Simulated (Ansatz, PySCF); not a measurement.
Reaction (SMILES): F/C=C/F + 4 [H][H] (H2) -> 2 C (CH4) + 2 F (HF)
Each molecule is optimised on its own at B3LYP-D3(BJ)/def2-TZVP (Ansatz, a program for electronic structure).

Quantity: energy of full hydrogenation (enthalpy at 298 K, with B3LYP-D3(BJ) rigid-rotor harmonic-oscillator terms from PySCF), in kJ/mol. Cores are frozen in the correlated levels unless marked. Spin-orbit coupling is left out. No relativistic terms. CBS(X,Y): correlation extrapolated as X^-3; Hartree-Fock from the larger set. The bracket is a focal-point correction in the basis named.

```csv
level,program,energy of full hydrogenation (kJ/mol)
PBE0/STO-3G,Ansatz,-175.2
PBE0-D3(BJ)/def2-TZVPD,Ansatz + dftd3,-390.8
TPSSh-D3(BJ)/def2-TZVPD,PySCF + dftd3,?
r2SCAN0-D4/def2-TZVPD,Ansatz + dftd4,-390.3
CAM-B3LYP/def2-TZVPD,Ansatz,?
LC-wPBE/def2-TZVPD,Ansatz,?
RPA@PBE/cc-pVQZ,Ansatz,?
"RI-MP2/CBS(aug-cc-pVTZ,aug-cc-pVQZ)+[CCSD(T)-MP2]/aug-cc-pVTZ",Ansatz,-389.8
```

Problem. Fill in the missing entries.

Solution. 
- TPSSh-D3(BJ)/def2-TZVPD, energy of full hydrogenation (kJ/mol): -336.6
- CAM-B3LYP/def2-TZVPD, energy of full hydrogenation (kJ/mol): -376.1
- LC-wPBE/def2-TZVPD, energy of full hydrogenation (kJ/mol): -399.0
- RPA@PBE/cc-pVQZ, energy of full hydrogenation (kJ/mol): -369.3
